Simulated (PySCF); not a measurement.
# Dipole response of Cu³⁺ (copper, charge +3)

[Ar] 3d8, high-spin 3F determinant. All numbers are calculated (PySCF 2.14, scalar relativity through the core potential, in aug-cc-pwCVDZ-PP with ECP10MDF (6s6p5d3f, 70 functions)). Coupled (time-dependent) response in atomic units; α is the mean over directions. A double-zeta set is small for polarisabilities.

```
 method  mean α (bohr³)  C₆ (like pair)   S(−4)
LC-wPBE           1.407           3.115  0.7703
```

S(−4) is the Cauchy moment in α(ω) = α(0) + S(−4) ω² + …

α(iu) at LC-wPBE:

```tsv
u (hartree)	α(iu) (bohr³)
0	1.407
0.0500	1.405
0.100	1.399
0.200	1.377
0.300	1.344
0.500	1.256
0.750	1.136
1.00	1.027
1.50	0.8529
2.00	0.7206
3.00	0.5268
5.00	0.3027
```

A single London oscillator, α(iu) = α/(1 + u²/ω²), gives C₆ = (3/4) ω α². Matching the computed C₆ needs ω = 4 × 3.115 / (3 × 1.407²) = 2.10 hartree.

For an ion, C₆ is the dispersion term alone; charge-induced terms of lower order in 1/R come first.

Energies and moments cover only the electrons outside the core potential.
